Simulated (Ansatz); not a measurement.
Reaction (redistribution): `[F][Zn][BH][SiH3]` + `[CH3][SnH2][Cl]` → `[CH3][SnH2][BH][SiH3]` + `[F][Zn][Cl]`

Isolated molecules relaxed with PBE0-D4/def2-TZVP in Ansatz; ΔE leaves out vibrations. CBS: MP2 limit from def2 TZ/QZ plus the TZ coupled-cluster correction, frozen cores. Functionals use def2-TZVPP. def2 core potentials past Kr. For Sn, Zn outer-core shells are correlated without core-valence functions, which leaves a few kJ/mol of doubt a bond. Scalar relativity is left out up to krypton. Each species was taken in one conformer, which may not be the lowest.

Problem. Is it downhill or uphill in electronic energy at CCSD(T)/CBS, and by how much? (Best estimate.)

Solution. Ansatz gave: Downhill: ΔE = -4.6 kcal/mol.

Problem. What do these levels give: PBE, PBE0, SCS-MP2/def2-TZVPP, CCSD/def2-TZVPP, CCSD(T)/def2-TZVPP, HF/def2-QZVPP? (Best estimate.)

Solution. Ansatz gave: PBE 1.0, PBE0 -1.3, SCS-MP2/def2-TZVPP -3.3, CCSD/def2-TZVPP -4.5, CCSD(T)/def2-TZVPP -4.0, HF/def2-QZVPP -6.4 kcal/mol.

Largest T1 diagnostic among the species: 0.016.

From PBE to PBE0 (25 % exact exchange), in def2-TZVPP and without D4, ΔE moves by −2.3 kcal/mol. In def2-TZVPP, CCSD(T) changes the Hartree–Fock value by +1.5 kcal/mol (the triples alone add +0.5 kcal/mol) and MP2 by +2.1 kcal/mol.
